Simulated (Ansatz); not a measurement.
The cluster ZnTe₂⁻. Total charge -1; doublet. Geometry r2SCAN-D4/def2-TZVPD, basis def2-TZVPD, Ansatz.

```tsv
atom	x (Å)	y (Å)	z (Å)
Zn1	1.140	1.395	0.817
Te2	-0.193	-1.555	0.531
Te3	-0.947	0.161	-1.348
```

| run | HOMO (eV) | LUMO (eV) |
| --- | --- | --- |
| A | -0.45 | 0.10 |
| B | -0.77 | 0.29 |
| C | -3.31 | 2.50 |
| D | -1.15 | 0.66 |
| E | -0.26 | 0.01 |

In the def2 sets Te takes a core potential; there is no spin–orbit coupling. LC-ωPBE has ω = 0.4 bohr⁻¹. HSE06 is defined as in plane-wave codes, on full-range PBE exchange. Another isomer (doublet) lies 1.06 eV lower at PBE0-D4/def2-TZVPD; other spin states weren't run for this one.

HOMO and LUMO are taken over both spins.

The runs used HSE06, LC-ωPBE, PBE, PBE0, r2SCAN. Estimate which is which.

A r2SCAN (0 % exact exchange); B HSE06 (range-separated); C LC-ωPBE (range-separated); D PBE0 (25 % exact exchange); E PBE (0 % exact exchange). Exact exchange lowers occupied and raises empty levels; among semilocal functionals meta-GGAs tend to open the gap a little, and such runs are hard to tell apart. The gap grows from 0.26 eV (PBE) to 5.81 eV (LC-ωPBE).
